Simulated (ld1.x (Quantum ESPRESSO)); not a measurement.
## Pb: excitation energies, all-electron against TM

ld1.x (Quantum ESPRESSO) 7.5 input, shortened:

```
&input
   title='Pb', zed=82., rel=1, dft='PBE', iswitch=3,
   config='[Xe] 4f14 5d10 6s1 6p3'
 /
 &inputp
   pseudotype=2, tm=.true., lloc=1,
   nlcc=.true., new_core_ps=.true., rcore=1.10
 /
3
6S  1  0   1.00   0.00  1.95  1.95  0.0
5D  3  2  10.00   0.00  1.30  1.30  0.0
6P  2  1   3.00   0.00  2.40  2.40  0.0
 &test
   configts(1)='5d10 6s1 6p3'
 /
```

Energies are relative to the spin-unpolarised reference configuration 5d10 6s1 6p3; without spin polarisation the order of configurations can differ from experiment.

```json
{"valence configuration": "5d10 6s2 6p2", "charge": "0", "ΔE all-electron (eV)": "-8.736", "error AE − PS (meV)": "-3.7"}
{"valence configuration": "5d10 6s2 6p1", "charge": "+1", "ΔE all-electron (eV)": "-2.161", "error AE − PS (meV)": "-10"}
{"valence configuration": "5d10 6s2 6p0", "charge": "+2", "ΔE all-electron (eV)": "11.284", "error AE − PS (meV)": "-26"}
{"valence configuration": "5d10 6s1 6p0", "charge": "+3", "ΔE all-electron (eV)": "43.693", "error AE − PS (meV)": "-44"}
{"valence configuration": "5d10 6s2 6p1.5", "charge": "+0.5", "ΔE all-electron (eV)": "-6.245", "error AE − PS (meV)": "-6.4"}
{"valence configuration": "5d10 6s2 6p2.3", "charge": "-0.3", "ΔE all-electron (eV)": "-9.536", "error AE − PS (meV)": "-2.4"}
```

(1) What are ΔE and the potential's error for 5d10 6s0 6p4?

Levels in the configuration 5d10 6s2 6p1:

| level | all-electron (eV) | pseudo (eV) |
| --- | --- | --- |
| 5d | -28.852 | -28.773 |
| 6s | -19.227 | -19.217 |
| 6p | -9.856 | -9.861 |

Results:

(1) ΔE = 9.098 eV all-electron; the error (AE − PS) is -8.5 meV.
